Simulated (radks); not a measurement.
Q: The mean radii <r> (bohr) of the occupied orbitals of an atom or ion are listed with their occupations. All-electron calculation, scalar-relativistic Kohn-Sham, LDA (Slater exchange, Perdew-Wang correlation), spin-unpolarised, spherical densities, point nucleus. Program: a radial shooting solver on a logarithmic mesh with Libxc functionals.

| orbital | occ. | <r> |
|---|---|---|
| 1s | 2 | 0.02411 |
| 2s | 2 | 0.1031 |
| 2p | 6 | 0.09058 |
| 3s | 2 | 0.2727 |
| 3p | 6 | 0.2707 |
| 3d | 10 | 0.2476 |
| 4s | 2 | 0.6229 |
| 4p | 6 | 0.6599 |
| 4d | 10 | 0.7280 |
| 5s | 2 | 1.503 |
| 5p | 6 | 1.751 |
| 4f | 3 | 1.140 |

Name the element and its charge.

A: Z = 59, praseodymium, charge +2: Pr2+ in [Xe] 4f3. The 1s radius gives Z: for a bare nucleus <r> = (2 gamma + 1)/(2Z) with gamma = sqrt(1 - (Z/c)^2), 0.02377 bohr for Z = 59, and screening makes it slightly larger (0.02411 here). The occupations add up to 57, and the charge is Z minus that.
